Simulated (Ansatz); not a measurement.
ReClO3⁻, that is ReO3Cl with one electron more, relaxed as a doublet with UKS PBE-D4/def2-SVPD in Ansatz, starting from the PBE-D4/def2-SVP geometry of the neutral singlet. Force threshold 0.02 eV/Å.

In the def2 sets Re takes a core potential; there is no spin–orbit coupling. The highest occupied level of the relaxed charge -1 doublet lies above zero (up to 1.07 eV). By energy differences its removal costs 1.78 eV (each at its own geometry, to the charge 0 singlet, at PBE0-D4/def2-TZVPD). No other spin state of charge -1 was run.

Start:

```xyz
5

Re    0.064    0.038    0.056
O    -0.608    0.370    1.599
O     1.392   -1.028    0.259
O     0.644    1.508   -0.612
Cl   -1.492   -0.887   -1.301
```

Q: Estimate the energy that the relaxation releases and the steps that it takes.

A: 0.38 eV, in 4 steps; 18 s on 4 threads of Intel Xeon Platinum 8259CL on a shared host. No frequencies were taken in this run, so the end may be a saddle point.

Q: Does the start keep its bonding and symmetry?

A: By distances, no bond broke or formed. The bond that changes most is Re1–Cl5, from 2.26 to 2.34 Å (atoms count from 1). Point group C3v at the start, Cs at the end, both within 0.05 Å.

Q: Predict the relaxed structure.

A: 
Cartesian coordinates in Å:
```
Re 0.0665 0.0626 0.1252
O -0.7082 0.3644 1.6695
O 1.4551 -1.0390 0.1970
O 0.7026 1.5105 -0.6787
Cl -1.5161 -0.8984 -1.3129
```
Bond lengths: 3 × O–Re 1.75 to 1.77 Å; 1 × Cl–Re 2.34 Å.
